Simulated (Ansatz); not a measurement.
Start from `B[CH2][SnH3]` and change one atom or group to get `[SiH3]B[CH2][SnH3]`.

Ansatz, PBE0-D4/def2-TZVP geometries, multiplicity 1. Each molecule was computed in one conformer, which needn't be the lowest.

Elements past krypton have def2 core potentials.

```
                                                                                  property  `B[CH2][SnH3]`
                                                       HOMO–LUMO gap (PBE/def2-TZVPP) / eV            5.39
                                            zero-point energy (PBE0-D4/def2-TZVP) / kJ/mol           177.9
                                        size of the dipole moment (ωB97M-V/def2-TZVPP) / D            1.32
                                          size of the dipole moment (B3LYP/def2-TZVPP) / D            1.31
ideal-gas entropy at 298 K and 1 bar (rigid rotor, harmonic PBE0-D4/def2-TZVP) / J/(mol·K)             328
                                                     LUMO energy (ωB97M-V/def2-TZVPP) / eV            0.84
```

Q: Give the same properties after the change, and the shifts. (Best estimate.)

A: Computed: 
```
                                                                                  property  `[SiH3]B[CH2][SnH3]`  shift
                                                       HOMO–LUMO gap (PBE/def2-TZVPP) / eV                  4.33  -1.06
                                            zero-point energy (PBE0-D4/def2-TZVP) / kJ/mol                 221.0   43.1
                                        size of the dipole moment (ωB97M-V/def2-TZVPP) / D                  2.03   0.71
                                          size of the dipole moment (B3LYP/def2-TZVPP) / D                  2.00   0.69
ideal-gas entropy at 298 K and 1 bar (rigid rotor, harmonic PBE0-D4/def2-TZVP) / J/(mol·K)                   389     61
                                                     LUMO energy (ωB97M-V/def2-TZVPP) / eV                  0.47  -0.37
```

With PBE0 the HOMO rises by 0.55 eV and the LUMO falls by 0.44 eV, so the gap narrows by about 0.99 eV. PBE moves the HOMO by 0.66 eV and ωB97M-V by 0.51 eV. The zero-point energy changes by 43.1 kJ/mol with +9 modes. Dipoles are sizes alone; their direction can turn. Modes under 60 cm⁻¹, often nearly free rotors, make the harmonic entropy too high.

B3LYP here is the variant with VWN-RPA as its local correlation; programs differ in this.
